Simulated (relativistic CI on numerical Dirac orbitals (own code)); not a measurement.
**W XLIX: sensitivity of the levels to the model**

Base calculation: Dirac-Coulomb-Breit CI, KLI orbitals optimised for each configuration, model QED (radiative potential, 1s self-energy scaled to tabulated hydrogen-like ionisation energies), unscaled Slater integrals.

Configurations in the expansion (outside the closed core [Ne]): 3s2.3p6.3d8, 3s2.3p5.3d9, 3s2.3p4.3d10, 3s.3p6.3d9, 3p6.3d10, 3s.3p5.3d10, 3s2.3p6.3d7.4s, 3s2.3p6.3d7.4p, 3s2.3p4.3d9.4s, 3s2.3p6.3d7.4d, 3s2.3p4.3d9.4p, 3s2.3p5.3d8.4s, 3s2.3p6.3d7.4f, 3s2.3p4.3d9.4d, 3s.3p5.3d9.4s, 3s2.3p5.3d8.4p. Levels of other configurations are missing.

Variants: (1) valence Slater integrals scaled by 0.9; (2) QED terms removed; (3) non-relativistic limit. Shifts of the energy above 3s2.3p6.3d8 3F_4, in eV, for the lowest level and the first level of each name with at least 55 % of one term (blank where a level changes its place among those of its configuration and J or its character, or is not in the variant):

```csv
Level,Base,Δ(1),Δ(2),Δ(3)
3s2.3p6.3d8 3F_4,0.00,0.00,0.00,0.00
3s2.3p6.3d8 3F_3,65.17,+0.24,-0.17,-65.17
3s2.3p6.3d8 3P_1,79.96,-1.12,-0.17,-66.41
3s2.3p6.3d8 1G_4,80.29,-1.40,-0.17,-61.47
3s2.3p6.3d8 3F_2,137.43,-0.20,-0.35,
3s2.3p5.3d9 3F°_4,427.60,+1.41,+0.59,-80.56
3s2.3p5.3d9 3D°_3,453.18,-0.85,+0.59,
3s2.3p5.3d9 3P°_0,515.67,-0.66,+0.42,-150.04
3s2.3p5.3d9 3F°_3,518.03,-1.04,+0.42,
3s2.3p5.3d9 3F°_2,807.96,+0.68,+0.10,
3s2.3p4.3d10 3P_2,887.09,+0.08,+1.23,-166.73
3s2.3p4.3d10 1S_0,910.17,-2.38,+1.17,
3s.3p6.3d9 3D_3,989.36,-0.10,+4.39,-427.35
3s.3p6.3d9 3D_1,1057.46,-0.11,+4.22,-495.45
3s2.3p4.3d10 3P_1,1198.18,+0.04,+0.85,-477.82
3s2.3p4.3d10 1D_2,1213.82,-2.15,+0.97,-471.08
3s.3p5.3d10 3P°_2,1418.85,+0.63,+4.97,-509.71
3s.3p5.3d10 1P°_1,1454.13,-2.77,+4.96,
3s2.3p4.3d10 3P_0,1523.53,-1.07,+0.57,
3s2.3p6.3d7.4s 5F_5,1658.59,+0.95,-1.64,+171.56
3s2.3p6.3d7.4s 5F_4,1724.38,+1.25,-1.81,
3s.3p5.3d10 3P°_0,1731.97,+0.65,+4.66,-822.82
```

At this charge energies of transitions that change n are usually good to better than 1 %, and those within a shell (Δn = 0) to a few per cent.

Ionisation energy from the two ground configurations alone: base 4303.6 eV. The NIST ASD value (semi-empirical) is 4309 eV.

LS names give the leading component of a level, which can be under half, so a name can repeat, a term be missing and a line seem to break the LS rules.
